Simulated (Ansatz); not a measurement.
Relaxation of the cluster H2Au2⁺ with UKS PBE-D4/def2-TZVP.

```sh
$ ansatz run in.yaml --threads 4 --pin off --events-out ev --progress --plain --max-ram 3916MiB
```

```yaml
crystal:
  periodic: [false, false, false]
  atoms:
    - {symbol: Au, position_ang: [-0.658610, -1.115760, 0.457960]}
    - {symbol: Au, position_ang: [0.644490, 1.086230, -0.564730]}
    - {symbol: H, position_ang: [-0.353570, 2.128110, -0.601860]}
    - {symbol: H, position_ang: [0.367700, -2.098590, 0.708630]}
basis:
  gaussian: {orbitals: def2-TZVP}
total_charge: 1
magnetization: {spin_polarized: true, initial_magnetization: 1}
hamiltonian: {xc: pbe, dispersion: d4}
scf: {omitted_lower_state_checks: [starts]}
output: {orbitals: {seedname: orbitals}}
relax: {f_tol: 0.02, max_steps: 100}
```

Run time 6 s (4 threads of Arm Neoverse V2 on a shared host).

Positions (Å) and forces (eV/Å) at steps 1, 2, 4 of 4:

```xyz
4
step=1 energy=-7412.7869 eV
Au   -0.659   -1.116    0.458   -1.864    2.001   -0.520
Au    0.644    1.086   -0.565    1.800   -2.095    0.151
H    -0.354    2.128   -0.602   -1.827    1.646    0.009
H     0.368   -2.099    0.709    1.891   -1.553    0.360
4
step=2 energy=-7413.0946 eV
Au   -0.747   -0.966    0.422   -0.483   -0.142    0.125
Au    0.730    0.935   -0.532    0.479    0.126   -0.162
H    -0.414    1.958   -0.529   -0.227    0.215   -0.007
H     0.431   -1.927    0.639    0.231   -0.199    0.043
4
step=4 energy=-7413.1132 eV
Au   -0.764   -0.991    0.436    0.004   -0.011    0.007
Au    0.746    0.960   -0.541   -0.004    0.011    0.001
H    -0.418    1.985   -0.540    0.008   -0.008   -0.003
H     0.435   -1.953    0.645   -0.008    0.008   -0.005
```

In the def2 sets Au takes a core potential; there is no spin–orbit coupling. The structure comes from a short search, and lower isomers may exist.
